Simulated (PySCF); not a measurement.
BiO⁻: one state, many levels of theory

State: ³Σ⁻ (triplet), unpaired electrons π ↑↑. Set-up: basis Bi def2-SVPD with ECP60, O def2-SVPD; scalar-relativistic core potentials; PySCF 2.14. De refers to Bi + O⁻ in their high-spin ground configurations, without counterpoise correction. The functionals are run spin-unrestricted. A positive dipole points towards O; it is taken about the centre of mass and depends on that origin. Levels whose curve was spin-contaminated or gave no clean fit are not listed.

```
    Level  Re (Å)  ωe (cm⁻¹)  De (eV)  μ (D)  CPU s a point (SCF and correlation, without the integrals)
      PBE   2.053        602     3.79  -4.64                                                           1
   r²SCAN   2.028        637     3.44  -4.67                                                         1.1
    TPSSh   2.031        635     3.48  -4.66                                                         1.2
     PBE0   2.015        655     3.28  -4.85                                                         2.2
BHandHLYP   2.000        682      n/a  -5.20                                                        0.77
   M06-2X   2.012        667     2.80  -5.53                                                         1.4
  LC-ωPBE   1.988        698     2.97  -5.27                                                        0.97
```

These are scalar-relativistic numbers at best; spin–orbit coupling would shift them, the dissociation energy most. For an ion De counts to the pair picked by the measured ionisation energies or electron affinities, which need not be the lowest pair at this level. The highest Kohn–Sham level is positive in this anion. Much of that is self-interaction error, but it also means that the finite basis helps to hold the extra electron. The state was picked by a PBE0 search and need not be the measured ground state.

The whole job (state search and all levels along the bond) took about 2.6 min on 1 thread of Arm Neoverse V2 (shared host), peak memory 0.71 GiB.
